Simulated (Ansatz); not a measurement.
Calculated with Ansatz (gas phase, PBE0-D4/def2-TZVP geometries, no zero-point term in ΔE). CCSD(T)/CBS adds triple-zeta CCSD(T) − MP2 to the extrapolated MP2 energy (def2 sets, frozen cores). DFT in def2-TZVPP. One conformer a species, not always the lowest.

`Cc1ccc(C)cc1` + `O[SiH](O)O` → `CO[SiH](O)O` + `Cc1ccccc1`  (substitution at a C–C bond)

CCSD(T)/CBS gives +15.7 kcal/mol.

(1) Another level gave +15.2 kcal/mol. Which?
A. LDA (SPW92)/def2-TZVPP
B. BLYP/def2-TZVPP
C. r2SCAN/def2-TZVPP
D. CAM-B3LYP-D4/def2-TZVPP

Largest T1 diagnostic among the species: 0.011.

## Answers

(1) C. r2SCAN 15.2, CAM-B3LYP-D4 14.0, LDA (SPW92) 16.6, BLYP 12.8 kcal/mol.

At CCSD(T), def2-SVP lies −2.0 kcal/mol from the extrapolated value and def2-TZVPP −0.3 kcal/mol. Leaving LDA and LC-ωPBE aside and taking each functional with its dispersion term where it has one, the values, not all of them listed here, spread over 2.5 kcal/mol, from BLYP-D4 to PBE-QIDH. LDA lies +1.7 kcal/mol from PBE without D4. In def2-TZVPP, CCSD(T) changes the Hartree–Fock value by +3.6 kcal/mol (the triples alone add +0.4 kcal/mol) and MP2 by +5.6 kcal/mol.

CCSD(T)/CBS has its own doubt, a few kJ/mol and more with outer-core shells, so smaller differences from it don't rank the levels.
